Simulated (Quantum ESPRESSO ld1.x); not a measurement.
The numbers below are computed, except where a source is named.
Q: The aim is neutral rhenium in [Xe] 4f14 5d5 6s2. This ld1.x (Quantum ESPRESSO 7.5) run was made with `OMP_NUM_THREADS=1 ld1.x < ld1.in > ld1.out`. Can the result be used? Name any fault.

```
 &input
    zed=75.0,
    iswitch=1,
    rel=1,
    dft='PBESOL',
    config='[Xe] 4f14 5d5 6s2',
    verbosity='high',
    dx=0.001,
    prefix='ld1',
    max_out_wfc=37,
    file_charge='ld1.rho',
 /
```

Output (excerpt):

```
     Program LD1 v.7.5 starts

 %%%%%%%%%%%%%%%%%%%%%%%%%%%%%%%%%%%%%%%%%%%%%%%%%%%%%%%%%%%%%%%%%%%%%%%%%%%%%%
     Error in routine do_mesh (1):
     ndmx is too small
 %%%%%%%%%%%%%%%%%%%%%%%%%%%%%%%%%%%%%%%%%%%%%%%%%%%%%%%%%%%%%%%%%%%%%%%%%%%%%%

     stopping ...
```

A: No (refused). The line at issue: dx=0.001. The program stops in do_mesh with "ndmx is too small": the mesh holds 3500 points at most, so dx, xmin and rmax must fit that. The sound input gives -16687.384 hartree.
